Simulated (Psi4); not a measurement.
C5H13O2Si (SMILES CCO[Si](C)OCC), doublet, at a GFN2-xTB geometry. Base run: B3LYP/3-21G (Psi4).

Geometry (Å):
```xyz
21

C      3.0585     0.2891     1.2472
C      2.2424     0.6571     0.0162
O      0.9267     0.2242     0.1867
Si    -0.3023     0.1245    -0.8999
C      0.1231    -0.9605    -2.4033
O     -1.4844    -0.6831    -0.1196
C     -1.9124    -0.5306     1.1996
C     -2.6159     0.8015     1.4176
H      4.0842     0.6276     1.1290
H      2.6281     0.7552     2.1300
H      3.0529    -0.7889     1.3879
H      2.6764     0.1920    -0.8779
H      2.2503     1.7449    -0.1316
H      0.5045    -1.9250    -2.0719
H     -0.7507    -1.1376    -3.0185
H      0.8800    -0.4890    -3.0218
H     -1.0540    -0.6107     1.8765
H     -2.6005    -1.3593     1.4010
H     -2.9852     0.8684     2.4373
H     -1.9168     1.6131     1.2313
H     -3.4495     0.8973     0.7268
```
Charge 0, spin multiplicity 2.
Orbitals are unrestricted.
All else is at Psi4's defaults (density fitting, Cartesian functions).

The base run was repeated with changes; each row names its change, and settings that it needs were set with it.

```tsv
change	basis functions	E (Eh)	dipole (D)
base	102	-634.91130	1.27
basis = cc-pVDZ-DK; relativity = spin-free X2C (with scf_type pk)	181	-639.13610	1.01
basis = cc-pVDZ-DK; relativity = none (with scf_type pk)	181	-638.22376	1.01
```

Totals shift with the method and basis; they matter in differences.

Open shells are given as the SCF converged; they aren't shown to be the lowest states, and a large step between rows can be another state.

Basis sets contracted for a relativistic Hamiltonian are a mismatch without it, so the rows without relativity aren't non-relativistic limits. No row has spin-orbit coupling; sets with core potentials leave out the core electrons.
